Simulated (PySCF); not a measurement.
**Ho+ (holmium, charge +1) across methods**

[Xe] 4f11 5d1, one real determinant (an excited configuration). Computed with PySCF 2.14 in x2c-TZVPPall with one added diffuse shell each of s, p, d, f type (12s8p8d5f2g, 129 functions), with the spin-free X2C one-electron Hamiltonian (Gaussian nucleus).

```tsv
method	E (hartree)	mean ε 4f α (eV)	mean ε 4f β (eV)	mean ε 5d α (eV)	Σ⟨r²⟩ (bohr²)	⟨S²⟩
LDA	-12606.82	-9.303	-7.243	-6.429	49.23	6.002
r2SCAN	-12615.77	-8.849	-6.981	-6.552	48.74	6.004
UHF	-12611.05631	-19.315	-16.051	-8.984	48.77	6.005
PBE	-12615.57	-9.006	-7.143	-6.437	49.51	6.002
```

(1) Estimate the same row for PBE0.

⟨L²⟩ = 40.02 against 72 for a pure L term, so this real determinant mixes terms. Spin-orbit coupling, absent here, splits the open shell strongly.

## Answers

(1) E (hartree) = -12615.39; mean ε 4f α (eV) = -11.639; mean ε 4f β (eV) = -9.450; mean ε 5d α (eV) = -7.189; Σ⟨r²⟩ (bohr²) = 48.93; ⟨S²⟩ = 6.003.
